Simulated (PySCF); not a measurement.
Work out the structure from these simulated measurements.

Formula: C3H7ClO2Si.

| Item | Value |
| --- | --- |
| Rotational structure | rotational constants A, B, C: 4.684, 0.981, 0.884 GHz [PBE0-D3(BJ)/def2-SVP] |
| NMR, other nuclei | isotropic shieldings of nuclei other than C and H, by class: 279 (2 O), 351 (1 Si), 948 (1 Cl) ppm [GIAO B97-2/pcSseg-2] |
| Valence photoelectron | vertical ionisation energy: 10.24 eV [ΔSCF CAM-B3LYP/def2-SVPD] |
| Dipole | 2.46 D [CAM-B3LYP/def2-SVPD] |
| 1H NMR | chemical shifts (computed TMS as zero) by class: 4.99 (1 H), 3.90 (2 H), 3.87 (2 H), 2.71 (2 H) ppm [GIAO B97-2/pcSseg-2] |
| 13C NMR | chemical shifts (computed TMS as zero) by class: 68.9 (2 C), 31.5 (1 C) ppm [GIAO B97-2/pcSseg-2] |
| XPS | Si2p3/2 107.9, Cl2p3/2 206.1, C1s 291.9, C1s 292.6 (×2), O1s 538.2 (×2), Si1s 1847.9, Cl1s 2828.7 eV [ΔSCF SCAN, pcX-2 on the ionised atom, pcseg-1 elsewhere, spin-free X2C, 2p3/2 from a spin–orbit splitting computed afterwards within the 2p shell] |
| Triplet | lowest triplet excitation (Tamm–Dancoff): 6.00 eV [TDA CAM-B3LYP/def2-SVPD] |
| UV, first state | lowest singlet excitation: 6.65 eV (187 nm, f = 0.024) [TDDFT CAM-B3LYP/def2-SVPD] |
| Polarisability | 77.8 au [CAM-B3LYP/def2-SVPD] |

The electronic properties come from PySCF, for the isolated species, density fitting. Levels stand in brackets. Isolated species at its PBE0-D3(BJ)/def2-SVP geometry (one conformer only). NMR classes are plain means over equivalent atoms (diastereotopic ones count apart unless rotation or inversion swaps them), as if these changed places fast.

Q: What is the compound? Reason from the data.

A: Numbering: `[Cl:1][CH2:2][SiH:3]1[O:4][CH2:5][CH2:6][O:7]1`. Its formula, C3H7ClO2Si, gives 1 degree of unsaturation: 1 ring and 0 π bonds in the structure found. 3 carbons fall into 2 classes; from least to most shielded: ring sp3 carbon bound to oxygen [C5/C6] (68.9 ppm, 2 C), sp3 C–Cl carbon [C2] (31.5 ppm). Hydrogen classes from least to most shielded: 1 H on an oxygen-bound silicon, Si3 (4.99 ppm), 2 H on 2 like atoms (sp3 carbon bound to oxygen), C5/C6 (3.90 ppm), 2 H on 2 like atoms (sp3 carbon bound to oxygen), C5/C6 (3.87 ppm), 2 H on an sp3 C–Cl carbon, C2 (2.71 ppm). The other shieldings belong to: 279 ppm, silyl ether oxygen [O4/O7]; 351 ppm, oxygen-bound silicon [Si3]; 948 ppm, alkyl chlorine [Cl1]. The core levels belong to: Si2p3/2 107.9 eV, oxygen-bound silicon [Si3]; Cl2p3/2 206.1 eV, alkyl chlorine [Cl1]; C1s 291.9 eV, sp3 C–Cl carbon [C2]; C1s 292.6 eV, sp3 carbon bound to oxygen [C5/C6]; O1s 538.2 eV, silyl ether oxygen [O4/O7]; Si1s 1847.9 eV, oxygen-bound silicon [Si3]; Cl1s 2828.7 eV, alkyl chlorine [Cl1]. One atom of each topological class was ionised and stands for its class. The first electron is taken from the HOMO, whose largest Löwdin shares are 0.36 on the alkyl chlorine, 0.18 on the sp3 C–Cl carbon, 0.11 on a silyl ether oxygen and 0.11 on the oxygen-bound silicon. The optimised geometry has point group C1 and is an asymmetric top. Structure: `ClC[SiH]1OCCO1`. Computed isomers that give other values at the same levels: `Cl[SiH]1OCCCO1` (lowest singlet excitation: 8.02 eV (155 nm, f = 0.007)). The assignments are read from this structure; whether some other isomer fits the data as well wasn't checked.
